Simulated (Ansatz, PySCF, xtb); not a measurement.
Pulling on the Cd1–H2 bond in CdFH (SMILES [F][CdH]) (multiplicity 1 held, fragments rigid). Energies count from the point at 1.635 Å.
Geometry at that point (charge 0, multiplicity 1):
| atom | x (Å) | y (Å) | z (Å) |
|---|---|---|---|
| Cd | 0.0000 | 0.0000 | -0.2748 |
| H | 0.0000 | 0.0000 | -1.9099 |
| F | 0.0000 | 0.0000 | 1.6778 |

R- and RO- levels are restricted; in cc, def2 and unpolarised 6-31G sets they are followed outwards from rest. Unrestricted levels (U-) break spin symmetry where that is lower. Active spaces are followed from a long bond inwards. Levels need not reach the same state.

Frozen-core correlation. Rows in LANL2DZ carry no dispersion term and start afresh at each structure. LANL2DZ brings its own core potentials from Na on.

Programs: Ansatz (a program for electronic structure) with Gaussian orbitals; PySCF for LANL2DZ rows; xtb for the GFN methods.  In def2 rows elements past Kr take small-core potentials, without spin–orbit coupling. The GFN methods have no spin term and hold the electronic entropy of 300 K.

```
level                                     energy at R = 5.232 Å (kcal/mol)
----------------------------------------  --------------------------------
GFN2-xTB                                                             86.96
U-HF/LANL2DZ                                                         49.38
U-HF/def2-TZVPP                                                      50.82
R-PBE/def2-TZVPP                                                    100.68
R-SCS-MP2/def2-TZVPP                                                 99.69
U-SCS-MP2/def2-TZVPP                                                 73.36
CASSCF(2,2)/def2-TZVPP                                                 [?]
FIC-NEVPT4(SD) on CASSCF(2,2)/def2-TZVPP                             72.99
FIC-MRCISD+Q on CASSCF(2,2)/def2-TZVPP                               73.47
```

Problem. Some entries are withheld; supply them.

Solution. 
- CASSCF(2,2)/def2-TZVPP, energy at R = 5.232 Å (kcal/mol): 61.39

Doubts at one or more of the structures used: a spin-contaminated determinant (U-HF/LANL2DZ, U-HF/def2-TZVPP, U-SCS-MP2/def2-TZVPP); a restricted determinant that unrestricted orbitals would lower (R-PBE/def2-TZVPP, R-SCS-MP2/def2-TZVPP).
